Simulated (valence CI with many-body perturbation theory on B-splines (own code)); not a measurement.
Values are calculated unless marked as measured or tabulated.
**Energy levels of Te XX**

Method: configuration interaction combined with many-body perturbation theory (CI+MBPT): five valence electrons over a frozen Dirac-Fock core [Ar] 3d10, a basis of 9 s, 9 p, 8 d, 6 f, 3 g, 1 h functions for each j, with the one-electron correlation potential Σ1 (screened to all orders), the two-electron term Σ2, the three-electron term Σ3, Breit, model QED; selected single and double excitations, second order for the rest, scaled by the run's own slope (own B-spline code, finite nucleus).

No measured spectrum was set against this ion. As an estimate, levels hold to about 250 cm⁻¹ or 0.2 % of their energy and the worst to 1 %, as in measured heavy ions of charge 2 to 7; those with d or f electrons hold less well. Among the levels kept, up to 1000 cm⁻¹ of a level comes from second order outside the variational space, and about a tenth of that is noise between levels of different J, which matters for small intervals.

Levels 1 to 33 of 33, with energies above the lowest level, (4s^2 4p1/2^2 4p3/2) J=3/2. "Leading %" is the weight of the configuration and term that name the level; weights of strongly mixed levels are sums over their largest components and can fall short. In the jj column 3d3/2^4 stands for four electrons in 3d with j = 3/2.

```
No.  Configuration  Term    J  E (cm⁻¹)  Leading %      g                     Leading jj    Second component
  1        4s2 4p3   4S°  3/2         0         45  1.536      4s^2 4p1/2^2 4p3/2 (92 %)    34 % 4s2 4p3 2P°
  2        4s2 4p3   2D°  3/2     84642         52  1.335      4s^2 4p1/2 4p3/2^2 (93 %)    42 % 4s2 4p3 4S°
  3        4s2 4p3   2D°  5/2    107430         98  1.199      4s^2 4p1/2 4p3/2^2 (98 %)                    
  4        4s2 4p3   2P°  1/2    138460         98  0.664      4s^2 4p1/2 4p3/2^2 (98 %)                    
  5        4s2 4p3   2P°  3/2    223150         59  1.260            4s^2 4p3/2^3 (95 %)    27 % 4s2 4p3 2D°
  6         4s 4p4    4P  5/2    452320         81  1.544      4s 4p1/2^2 4p3/2^2 (88 %)      12 % 4s 4p4 2D
  7         4s 4p4    4P  3/2    505090         59  1.465      4s 4p1/2^2 4p3/2^2 (57 %)      20 % 4s 4p4 2D
  8         4s 4p4    4P  1/2    510320         63  2.441      4s 4p1/2^2 4p3/2^2 (71 %)      29 % 4s 4p4 2S
  9         4s 4p4    2D  3/2    567320         43  1.180        4s 4p1/2 4p3/2^3 (67 %)      32 % 4s 4p4 4P
 10         4s 4p4    2D  5/2    593900         73  1.252        4s 4p1/2 4p3/2^3 (82 %)      13 % 4s 4p4 4P
 11     4s2 4p2 4d    4F  3/2    633720         32  0.846      4s^2 4p1/2^2 4d3/2 (66 %)      16 % 4s 4p4 2D
 12         4s 4p4    2P  1/2    634300         37  1.480        4s 4p1/2 4p3/2^3 (55 %)      28 % 4s 4p4 2S
 13         4s 4p4    2P  3/2    650260         45  0.995        4s 4p1/2 4p3/2^3 (42 %)  28 % 4s2 4p2 4d 4F
 14     4s2 4p2 4d    4F  5/2    667370         40  1.162      4s^2 4p1/2^2 4d5/2 (73 %)  29 % 4s2 4p2 4d 4D
 15     4s2 4p2 4d    2F  5/2    710800         58  0.943  4s^2 4p1/2 4p3/2 4d3/2 (89 %)  34 % 4s2 4p2 4d 4F
 16     4s2 4p2 4d    4D  1/2    715510         69  0.420  4s^2 4p1/2 4p3/2 4d3/2 (78 %)  10 % 4s2 4p2 4d 2P
 17     4s2 4p2 4d    4F  7/2    724820         72  1.180  4s^2 4p1/2 4p3/2 4d3/2 (49 %)  16 % 4s2 4p2 4d 2G
 18     4s2 4p2 4d    4D  3/2    727870         51  1.035  4s^2 4p1/2 4p3/2 4d3/2 (72 %)  24 % 4s2 4p2 4d 4F
 19     4s2 4p2 4d    4D  7/2    731050         47  1.266  4s^2 4p1/2 4p3/2 4d5/2 (69 %)  42 % 4s2 4p2 4d 2F
 20         4s 4p4    2P  1/2    747280         36  1.048              4s 4p3/2^4 (52 %)      23 % 4s 4p4 2S
 21     4s2 4p2 4d    4F  9/2    751010         60  1.246  4s^2 4p1/2 4p3/2 4d5/2 (90 %)  38 % 4s2 4p2 4d 2G
 22     4s2 4p2 4d    4D  5/2    760200         36  1.191  4s^2 4p1/2 4p3/2 4d5/2 (74 %)  28 % 4s2 4p2 4d 2F
 23     4s2 4p2 4d    2P  3/2    771760         46  1.217  4s^2 4p1/2 4p3/2 4d5/2 (64 %)  21 % 4s2 4p2 4d 4D
 24     4s2 4p2 4d    2G  7/2    795830         58  1.041  4s^2 4p1/2 4p3/2 4d5/2 (50 %)  16 % 4s2 4p2 4d 4F
 25     4s2 4p2 4d    4P  5/2    798760         52  1.433  4s^2 4p1/2 4p3/2 4d5/2 (41 %)  19 % 4s2 4p2 4d 2D
 26     4s2 4p2 4d    4P  3/2    805300         46  1.450  4s^2 4p1/2 4p3/2 4d3/2 (57 %)  31 % 4s2 4p2 4d 2P
 27     4s2 4p2 4d    4P  1/2    806990         46  2.029  4s^2 4p1/2 4p3/2 4d3/2 (78 %)  24 % 4s2 4p2 4d 2S
 28     4s2 4p2 4d    2D  3/2    828160         74  0.897  4s^2 4p1/2 4p3/2 4d5/2 (58 %)   8 % 4s2 4p2 4d 4P
 29     4s2 4p2 4d    2F  7/2    842120         49  1.225      4s^2 4p3/2^2 4d5/2 (95 %)  35 % 4s2 4p2 4d 4D
 30     4s2 4p2 4d    2D  5/2    843810         63  1.102  4s^2 4p1/2 4p3/2 4d5/2 (46 %)  30 % 4s2 4p2 4d 2F
 31     4s2 4p2 4d    2P  1/2    849440         53  0.974  4s^2 4p1/2 4p3/2 4d5/2 (45 %)      16 % 4s 4p4 2P
 32     4s2 4p2 4d    2G  9/2    853550         60  1.197      4s^2 4p3/2^2 4d5/2 (90 %)  38 % 4s2 4p2 4d 4F
 33     4s2 4p2 4d    2P  1/2    874180         69  1.033      4s^2 4p3/2^2 4d3/2 (39 %)  14 % 4s2 4p2 4d 4P
```

The ionisation energy to 4s2 4p2 3P_0 of the next ion comes out as 556.26 eV (NIST: 555 ± 4 eV (theoretical)). All 33 levels together are meant to be complete up to 883390 cm⁻¹.
